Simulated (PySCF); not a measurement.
Species: C2H5F3SSi.
Atom-mapped SMILES: `[CH3:1][CH2:2][S:3][Si:4]([F:5])([F:6])[F:7]` (hydrogens: H8, H9, H10 on C1; H11, H12 on C2)

Computed with PBE0-D3(BJ)/def2-SVP geometry optimisation, gas phase in PySCF.

**Question.** List the bond lengths, angles and torsions at this level.

**Answer.** 
```tsv
bond	length (Å)	order
C1–C2	1.514	single
C2–S3	1.846	single
S3–Si4	2.086	single
Si4–F5, Si4–F6, Si4–F7	1.603	single
C1–H8, C1–H9, C1–H10	1.100	single
C2–H11, C2–H12	1.100	single
```

Bonds in one row agree within 0.01 Å and their mean is given. Orders are formal, as drawn. A selection of angles:
```tsv
angle	degrees
C2–C1–H8	111.1
C2–C1–H10	109.9
H8–C1–H9	107.8
C1–C2–S3	113.9
C1–C2–H11	112.4
S3–C2–H11	108.3
S3–C2–H12	103.2
H11–C2–H12	107.0
C2–S3–Si4	98.6
S3–Si4–F5	109.2
S3–Si4–F6	114.4
S3–Si4–F7	111.7
F5–Si4–F6	107.5
F5–Si4–F7	109.1
F6–Si4–F7	104.8
```

Torsions: C1–C2–S3–Si4 -78° (synclinal); C2–S3–Si4–F5 -170° (antiperiplanar). The mirror-image conformer, all signs reversed, is as good.

Of the pairs four or more bonds apart, Si4···H9 is among the closest relative to their van der Waals radii: 3.14 Å, 95 % of the sum of Bondi's values. Si4 (fluorine-bound silicon) is distorted tetrahedral (angles from 104.8° to 114.4°).

Point group: C1 (no symmetry element, even within 0.4 Å). No frequency check. One conformer, not necessarily the lowest.
